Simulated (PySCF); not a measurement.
**Two-photon absorption: 3-chlorothioanisole (c1c(SC)cc(Cl)cc1, C7H7ClS)**

Geometry (Å), atoms numbered from 1 in this order:
```xyz
16

C    -2.696   -1.116   -0.541
S    -1.875    0.476   -0.697
C    -0.221    0.124   -0.212
C     0.682    1.200   -0.226
C     2.006    1.004    0.144
C     2.465   -0.254    0.535
C     1.562   -1.312    0.545
Cl    2.097   -2.890    1.026
C     0.227   -1.142    0.178
H    -3.740   -0.940   -0.834
H    -2.678   -1.485    0.495
H    -2.262   -1.867   -1.217
H     0.337    2.191   -0.529
H     2.700    1.849    0.129
H     3.502   -0.418    0.827
H    -0.437   -2.005    0.205
```

Level of theory: TDDFT CAM-B3LYP/aug-cc-pVDZ excited states, vertical, gas phase in PySCF 2.14.0. Geometry: PBE0-D3(BJ)/def2-SVP.

Question: How strongly do the lowest singlets absorb one photon, and two photons of half the energy?

Answer: δ for parallel linear polarisation; σ at the peak of a Lorentzian of half width 0.1 eV, single beam; Ω is circular over linear.
| state | E (eV) | f | photon λ (nm) | δ (au) | σ (GM) | Ω | main |
| --- | --- | --- | --- | --- | --- | --- | --- |
| S1 | 4.82 | 0.018 | 515 | 14.3 | 0.12 | 1.45 | HOMO→LUMO+1 0.65, HOMO→LUMO+2 0.14 |
| S2 | 5.20 | 0.213 | 477 | 308 | 3.05 | 0.70 | HOMO→LUMO+2 0.73, HOMO→LUMO+1 0.19 |
| S3 | 5.27 | 0.000 | 470 | 32 | 0.33 | 1.49 | HOMO→LUMO 0.55, HOMO→LUMO+3 0.10 |
| S4 | 5.59 | 0.003 | 444 | 28.1 | 0.32 | 1.50 | HOMO→LUMO+3 0.39, HOMO→LUMO 0.27 |
| S5 | 6.03 | 0.011 | 411 | 100 | 1.34 | 1.50 | HOMO→LUMO+4 0.49, HOMO→LUMO+6 0.29 |
| S6 | 6.09 | 0.215 | 407 | 67.9 | 0.92 | 0.96 | HOMO−1→LUMO+2 0.65, HOMO→LUMO+1 0.14 |
